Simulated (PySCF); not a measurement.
## Ionisation energy of Zn⁺ by level of theory

Zn⁺ [Ar] 3d10 4s1 (2S) → Zn²⁺ [Ar] 3d10 (1S), as a difference of total energies. All numbers are calculated (PySCF 2.14, the non-relativistic Hamiltonian (point nucleus), in def2-TZVP). Correlated levels: valence: [Ar] frozen. The calculations carry no spin-orbit coupling.

| method | ionisation energy (eV) |
| --- | --- |
| UHF | 16.589 |
| LDA | 18.685 |
| MP2 (valence) | 17.263 |
| CCSD (valence) | 17.177 |
| CCSD(T) (valence) | 17.219 |

Task: Estimate what PBE0 gives.

Result: 18.006 eV, closest to LDA among the rows shown.

Task: Estimate what SCS-MP2 (valence) gives.

Result: 17.144 eV, closest to CCSD (valence) among the rows shown.

These non-relativistic numbers lack the scalar-relativistic shift.

Errors of the correlated levels include the incompleteness of this basis and the frozen core.

For comparison: 17.964 eV (measured; NIST Atomic Spectra Database, ionization energies).
